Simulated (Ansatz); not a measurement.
Reaction (cleavage of the Ga–Si bond): `[SiH3][Ga]([Cl])[Cl]` + NH₃ → `[NH2][Ga]([Cl])[Cl]` + SiH₄

Gas-phase electronic energies from Ansatz, PBE0-D4/def2-TZVP geometries. CCSD(T)/CBS adds triple-zeta CCSD(T) − MP2 to the extrapolated MP2 energy (def2 sets, frozen cores). This one scheme is used for every species. DFT in def2-TZVPP. For Ga outer-core shells are correlated without core-valence functions, which leaves a few kJ/mol of doubt a bond. Scalar relativity is left out up to krypton. One conformer a species, not always the lowest.

Q: Is it downhill or uphill in electronic energy at CCSD(T)/CBS, and by how much? (An estimate is asked.)

A: Ansatz gave: Downhill: ΔE = -12.9 kJ/mol.

Q: What do these levels give: ωB97X-V, ωB97M-V, PBE, RPA@PBE/def2-TZVPP, MP2/def2-TZVPP, HF/CBS(def2)? (Best estimate.)

A: Computed: ωB97X-V -13.6, ωB97M-V -10.7, PBE 5.8, RPA@PBE/def2-TZVPP -16.6, MP2/def2-TZVPP -21.4, HF/CBS(def2) -27.9 kJ/mol.

Largest T1 diagnostic among the species: 0.012.

At CCSD(T), def2-SVP lies −13.4 kJ/mol from the extrapolated value and def2-TZVPP −3.2 kJ/mol. From BLYP to BHLYP (50 % exact exchange), in def2-TZVPP and without D4, ΔE moves by −13.1 kJ/mol.
